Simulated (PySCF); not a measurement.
C2H8BrGeN (SMILES C[N](C)[GeH2][Br]), singlet, at a GFN2-xTB geometry, atoms displaced at random by about 0.03 Å a coordinate. Base run: PySCF with TPSS/STO-3G, gradient.

The PySCF input:
```python
from pyscf import gto, scf, dft

mol = gto.Mole()
mol.atom = '''
    Ge   -0.046737    0.433851   -0.757720
    Br    1.615185   -0.294818    0.699330
    N    -1.648042    0.043669    0.049750
    C    -2.817831    0.697577   -0.307387
    C    -1.859854   -1.380050    0.491709
    H     0.338891   -0.187963   -2.044838
    H    -0.004032    1.921121   -0.717749
    H    -2.528169    1.723961   -0.546427
    H    -3.323040    0.267570   -1.092994
    H    -3.493497    0.742708    0.535175
    H    -2.579854   -1.366519    1.253851
    H    -0.998907   -1.874019    0.717922
    H    -2.351720   -1.929795   -0.405931
'''
mol.basis = 'sto-3g'
mol.charge = 0
mol.spin = 0
mol.verbose = 4
mol.build()

mf = dft.RKS(mol)
mf.xc = 'tpss'
mf.kernel()
g = mf.nuc_grad_method()
grad = g.kernel()
```

The coordinate followed is y of atom 7.

Variants of this job, named by their change:

```csv
change,dE/dx (Eh/bohr),net force (Eh/bohr)
base,0.027984,0.000143
grids.level = 1; grid_response = off,0.027965,0.001151
grid_response = on,0.027980,0.000000
conv_tol = 1e-6,0.027994,0.000143
grids.level = 5; grid_response = on,0.027983,0.000000
grids.level = 5; grid_response = off,0.027984,0.000026
grids.level = 1; grid_response = on,0.027912,0.000000
finite difference step (bohr) = 0.01; conv_tol = 1e-11,0.027976,-
conv_tol = 1e-4,0.027983,0.000143
density fitting = on,0.027971,0.000143
conv_tol = 1e-11,0.027984,0.000143
density fitting = on; auxbasis_response = off,0.027881,0.001352
```

The net force is zero for an exact gradient.
